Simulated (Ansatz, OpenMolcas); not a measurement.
# A ladder of methods for CH4ClGe (SMILES [CH3][GeH][Cl])

CH4ClGe has 7 atoms, charge 0, and is taken as a doublet. As SMILES, `[CH3][GeH][Cl]`. Geometry: relaxed at PBE0-D4/def2-TZVP.

```xyz
7

C    -0.7331    0.4384   -0.2619
Ge    0.7054   -0.8855   -0.1831
Cl    1.0170   -1.3617    1.9095
H    -0.4334    1.3145    0.3173
H    -1.6462    0.0214    0.1608
H    -0.9099    0.7294   -1.2982
H     2.0614   -0.3245   -0.6901
```

Quantity: the vertical ionisation energy (to the singlet cation), in eV. The values are calculated.

```tsv
level	kind	program	value (eV)	less CCSD(T)/def2-SVP	CPU time (all runs)
U-r2SCAN/def2-SVP	meta-GGA	OpenMolcas	8.46	+0.32	1.7 min
UM06-L/def2-SVP	meta-GGA	OpenMolcas	8.16	+0.02	95 s
UTPSS/def2-SVP	meta-GGA	OpenMolcas	8.27	+0.13	99 s
UB3LYP/def2-SVP	global hybrid	Ansatz	8.33	+0.19	20 s
U-wB97M-V/def2-SVP	range-separated hybrid	Ansatz	8.36	+0.22	3.2 min
RPA@PBE0/def2-SVP	RPA	Ansatz	8.24	+0.10	36 s
ROCCSD(T)/def2-SVP	coupled cluster or CI	OpenMolcas	8.14	0.00	2.1 min
UBCCD(T)/def2-SVP	coupled cluster or CI	Ansatz	8.14	0.00	1.7 min
```

ROCCSD(T)/def2-SVP is the highest level here, not the true value. All-electron rows without a relativistic Hamiltonian named are non-relativistic. The values span 8.14 to 8.46 eV. In the correlated wave-function rows the outer d shell of Ge is correlated, in sets not made for it. The second state's dipole differs much between rows, so they may not all be the same state. CPU times are rough (shared hosts, several kinds of processor and program).
